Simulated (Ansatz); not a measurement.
Two isomers of CH7NSeSi: A = `N[SiH2]C[SeH]`, B = `NC([SiH3])[SeH]`.

Program: Ansatz. Geometries: PBE0-D4/def2-TZVP. ΔE: electronic, gas phase. CCSD(T)/CBS is the MP2 limit (def2-TZVPP, def2-QZVPP) plus CCSD(T) − MP2 in def2-TZVPP, frozen cores. Functionals use def2-TZVPP. B3LYP here is the variant with VWN-RPA as its local correlation; programs differ in this. For Se outer-core shells are correlated without core-valence functions, which leaves a few kJ/mol of doubt a bond. Scalar relativity is left out up to krypton. Each species was taken in one conformer, which may not be the lowest.

Q: Which isomer does CCSD(T)/CBS put lower? Give the gap. (Estimate.)

A: Computed: A, by 144.8 kJ/mol.

Q: Give E(B) − E(A) in kJ/mol with B3LYP, PBE0-D4, r2SCAN-D4, MP2/def2-TZVPP, B3LYP-D4, PBE-D4, CCSD/def2-TZVPP. (Best estimate.)

A: Computed: B3LYP 140.5, PBE0-D4 138.3, r2SCAN-D4 143.1, MP2/def2-TZVPP 148.0, B3LYP-D4 139.6, PBE-D4 130.7, CCSD/def2-TZVPP 144.6. None reverses the order clearly.

Largest T1 diagnostic: 0.010.

From PBE to PBE0 (25 % exact exchange), in def2-TZVPP and without D4, E(B) − E(A) moves by +7.5 kJ/mol. In def2-TZVPP, CCSD(T) changes the Hartree–Fock value by −9.4 kJ/mol (the triples alone add −2.4 kJ/mol) and MP2 by −3.6 kJ/mol.
